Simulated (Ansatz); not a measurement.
Compare A (`C[SiH]([SiH3])CF`) with its isomer B (`CC[SiH](F)[SiH3]`).

Isolated molecules relaxed with PBE0-D4/def2-TZVP in Ansatz; ΔE leaves out vibrations. CCSD(T)/CBS adds triple-zeta CCSD(T) − MP2 to the extrapolated MP2 energy (def2 sets, frozen cores). Functionals use def2-TZVPP. B3LYP here is the variant with VWN-RPA as its local correlation; programs differ in this. One conformer a species, not always the lowest.

A:

```xyz
14

C     0.809   -1.488   -0.814
Si   -0.107    0.125   -0.558
Si    1.057    1.566    0.875
C    -1.833   -0.216    0.163
F    -1.716   -0.797    1.425
H     0.275   -2.131   -1.518
H     0.902   -2.023    0.134
H     1.813   -1.314   -1.206
H    -0.338    0.811   -1.864
H     1.350    0.901    2.173
H     2.350    1.972    0.257
H     0.259    2.796    1.140
H    -2.402   -0.906   -0.471
H    -2.419    0.703    0.265
```

B:

```xyz
14

C    -0.395    1.015    2.043
C    -0.489   -0.046    0.949
Si    0.468    0.382   -0.595
F     2.018    0.589   -0.202
Si    0.331   -1.293   -2.233
H    -0.970    0.727    2.927
H    -0.780    1.978    1.698
H     0.640    1.169    2.357
H    -0.136   -1.015    1.318
H    -1.533   -0.201    0.649
H    -0.007    1.686   -1.139
H    -1.095   -1.468   -2.628
H     0.833   -2.590   -1.703
H     1.116   -0.931   -3.443
```

Q: Which is lower in electronic energy at CCSD(T)/CBS, and by how much? (Estimate.)

A: Computed: B, by 46.3 kcal/mol.

Q: Give E(B) − E(A) in kcal/mol with CCSD(T)/def2-TZVPP, B3LYP-D4, r2SCAN-D4, ωB97M-V, B2PLYP, PBE0-D4, MP2/def2-TZVPP. (An estimate is asked.)

A: Ansatz gave: CCSD(T)/def2-TZVPP -45.5, B3LYP-D4 -43.9, r2SCAN-D4 -44.3, ωB97M-V -44.4, B2PLYP -45.6, PBE0-D4 -43.3, MP2/def2-TZVPP -47.7. None reverses the order clearly.

Largest T1 diagnostic: 0.012.

From PBE to PBE0 (25 % exact exchange), in def2-TZVPP and without D4, E(B) − E(A) moves by −1.6 kcal/mol.
